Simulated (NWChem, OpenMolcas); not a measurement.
**How basis sets differ on C2H5ClSi (SMILES ClC1C[SiH2]1)**

The species is C2H5ClSi (9 atoms), meant as a singlet with charge 0. As SMILES, `ClC1C[SiH2]1`. Geometry: relaxed at PBE0-D4/def2-TZVP.

```jsonl
{"atom": "Cl", "x (Å)": "-0.6102", "y (Å)": "-0.4166", "z (Å)": "-2.2543"}
{"atom": "C", "x (Å)": "-0.4426", "y (Å)": "0.3735", "z (Å)": "-0.6899"}
{"atom": "C", "x (Å)": "0.9304", "y (Å)": "0.3051", "z (Å)": "-0.0143"}
{"atom": "Si", "x (Å)": "-0.4175", "y (Å)": "-0.5751", "z (Å)": "0.9039"}
{"atom": "H", "x (Å)": "-0.8996", "y (Å)": "1.3566", "z (Å)": "-0.7145"}
{"atom": "H", "x (Å)": "1.6593", "y (Å)": "-0.3223", "z (Å)": "-0.5182"}
{"atom": "H", "x (Å)": "1.3457", "y (Å)": "1.2489", "z (Å)": "0.3241"}
{"atom": "H", "x (Å)": "-0.4528", "y (Å)": "-2.0481", "z (Å)": "0.8387"}
{"atom": "H", "x (Å)": "-1.0239", "y (Å)": "0.0318", "z (Å)": "2.1073"}
```

Each level gives the dipole moment (D). The values are calculated.

| level | kind | program | value (D) | CPU time |
| --- | --- | --- | --- | --- |
| HF/ANO-R0 (sfX2C) | Hartree–Fock | OpenMolcas | 1.16 | 5 s |
| HF/STO-3G | Hartree–Fock | OpenMolcas | 3.27 | 1.3 s |
| HF/3-21G | Hartree–Fock | NWChem | 2.71 | 3.3 s |
| HF/ANO-L-VDZP (RICD fitting) | Hartree–Fock | OpenMolcas | 2.44 | 3.5 s |
| HF/def2-SVP | Hartree–Fock | OpenMolcas | 2.28 | 6 s |

The values span 1.16 to 3.27 D. Magnitudes only. Sets without polarisation functions give poor dipoles. CPU times are rough (shared hosts, several kinds of processor and program).
